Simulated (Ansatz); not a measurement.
Ansatz results at the PBE0-D4/def2-TZVP geometry: HOMO energy (ωB97M-V/def2-TZVPP) -9.64 eV; size of the dipole moment (ωB97M-V/def2-TZVPP) 2.10 D; size of the dipole moment (PBE/def2-TZVPP) 2.03 D.

Each molecule was computed in one conformer, which needn't be the lowest.

Q: Which molecule gave them?
A. `[CH3][Al]([I])[CH2]O`
B. `N=CNCS`
C. `CC[SiH2]I`
D. `C=C[SiH](C)S`

A: C. The others give `[CH3][Al]([I])[CH2]O`: -9.20, 1.89, 1.87; `C=C[SiH](C)S`: -9.40, 1.54, 1.43; `N=CNCS`: -8.92, 2.94, 2.85.
